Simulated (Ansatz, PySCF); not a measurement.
Pair of molecules: H2O (SMILES O) (first 3 atoms) with CH3F (SMILES CF); geometry from B3LYP-D3(BJ)/def2-TZVP, rigid monomers moved along the line of their centres of mass till H3···F5 is 2.80 Å.
(charge 0, multiplicity 1):
```xyz
8

O     -0.121    -0.063     0.583
H      0.008     0.637    -0.064
H     -0.480     0.372     1.367
C      0.482    -0.246     4.606
F     -0.454     0.693     4.147
H     -0.050    -0.999     5.187
H      0.964    -0.695     3.739
H      1.208     0.276     5.229
```

Monomers are frozen at their geometry in the pair; levels with a basis set take the counterpoise correction.

Correlated levels freeze the cores. CBS: X⁻³ extrapolation of the correlation energy, Hartree–Fock from the larger set.

Run with Ansatz (a program for electronic structure); PySCF for the dispersion terms. Values without a source in brackets are computed.

PBE/def2-TZVPPD gives -7.9 kJ/mol for the interaction energy.

Where do these levels fall relative to PBE: PBE-D3(BJ)/def2-TZVPPD, r2SCAN/def2-TZVPPD, B3LYP/def2-TZVPPD, wB97M-V/def2-TZVPPD, MP2/CBS(aug-cc-pVDZ, aug-cc-pVTZ), MP2/CBS(aug-cc-pVDZ, aug-cc-pVTZ) + ΔCCSD(T)/aug-cc-pVDZ.

PBE-D3(BJ)/def2-TZVPPD -1.3; r2SCAN/def2-TZVPPD -0.4; B3LYP/def2-TZVPPD 1.0; wB97M-V/def2-TZVPPD -0.8; MP2/CBS(aug-cc-pVDZ, aug-cc-pVTZ) -1.0; MP2/CBS(aug-cc-pVDZ, aug-cc-pVTZ) + ΔCCSD(T)/aug-cc-pVDZ -1.1 kJ/mol. 1 of 6 lie above PBE; the widest gap is to PBE-D3(BJ)/def2-TZVPPD.
